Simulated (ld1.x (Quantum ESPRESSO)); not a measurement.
**Configuration tests for oxygen (TM)**

```json
{
 "Element": "oxygen (O)",
 "Generator": "ld1.x (Quantum ESPRESSO) 7.5",
 "Type": "norm-conserving Troullier–Martins (Kleinman–Bylander form)",
 "Functional": "Wu–Cohen",
 "Relativity": "scalar-relativistic",
 "Frozen core": "[He]",
 "Valence charge": "6",
 "Reference configuration": "2s2 2p3.5 (charge +0.5)",
 "Partial waves": "2s (bound): rc 0.70 bohr; 2p (bound): rc 1.60 bohr; 3d channel at 0.1 Ry: rc 1.35 bohr",
 "Local potential": "the d channel",
 "Core correction": "Bessel-smoothed model core inside 0.55 bohr"
}
```

Energies are relative to the spin-unpolarised reference configuration 2s2 2p3.5; without spin polarisation the order of configurations can differ from experiment. The frozen-core shift is the all-electron ΔE with the core orbitals held at their reference shape minus the fully relaxed ΔE.

Question: Give the all-electron excitation energy and the error of the potential for: 2s2 2p4; 2s2 2p3; 2s2 2p2; 2s0 2p6; 2s1 2p5; 2s2 2p0; 2s1 2p4.

Answer:

```tsv
valence configuration	charge	ΔE all-electron (eV)	error AE − PS (meV)	frozen-core shift (meV)
2s2 2p4	0	-6.273	+3.5	0.0
2s2 2p3	+1	10.136	+8.6	0.0
2s2 2p2	+2	43.706	+171	+1.1
2s0 2p6	0	23.452	+96	+1.6
2s1 2p5	0	8.570	+40	+0.4
2s2 2p0	+4	174.365	+2600	+29
2s1 2p4	+1	25.255	-29	+0.5
```
